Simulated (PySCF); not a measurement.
Numbering as in the mapped SMILES `[CH3:1][CH2:2][CH2:3][C:4]1=[CH:5][SiH2:6][CH:7]=[CH:8][SiH2:9]1` (H(Xn): hydrogen on atom n).

PySCF calculation with σ from GIAO-PBE/pcSseg-1 and geometry from PBE0-D3(BJ)/def2-SVP; one averaged value for each set of equivalent atoms, in vacuum, no relativistic terms, one computed conformer.

Referencing at the same level of theory: TMS for ¹³C (σref 180.03) and ¹H (σref 31.20) and ²⁹Si (σref 334.61).

```
 atoms  nucleus  count  δ (ppm)
    C5      ¹³C      1    143.1
    C2      ¹³C      1     24.9
    C8      ¹³C      1    152.2
H(Si6)       ¹H      2        ?
    C1      ¹³C      1     14.3
 H(C7)       ¹H      1        ?
 H(C3)       ¹H      2        ?
 H(C2)       ¹H      2     1.57
 H(C1)       ¹H      3     0.83
    C4      ¹³C      1        ?
 H(C5)       ¹H      1     6.78
 H(C8)       ¹H      1     7.30
H(Si9)       ¹H      2     4.65
    C3      ¹³C      1        ?
    C7      ¹³C      1    152.7
   Si6     ²⁹Si      1    -72.7
   Si9     ²⁹Si      1    -77.2
```

Estimate the values marked ?.

## Answers


- C4: 167.2 ppm, fully substituted alkene carbon
- C3: 53.9 ppm, allylic sp3 CH2; aliphatic region, no heteroatom directly attached
- H(C7): 7.29 ppm, hydrogen on an alkene CH; attached to an sp2 carbon and in the plane of the double bond
- H(Si6): 4.76 ppm, hydrogen on a silicon bonded to 2 C, in a 6-membered ring
- H(C3): 2.45 ppm, hydrogen on an allylic sp3 CH2; allylic position

Shifts are as computed. Against solution values, carbons near 30 ppm lie about +2 ppm off and those near 130 ppm about +2 ppm. Of 1313 compounds with measured shifts, 239 miss one by over three times the rms of a fit or turn the order of signals round; such compounds aren't used in these exercises.
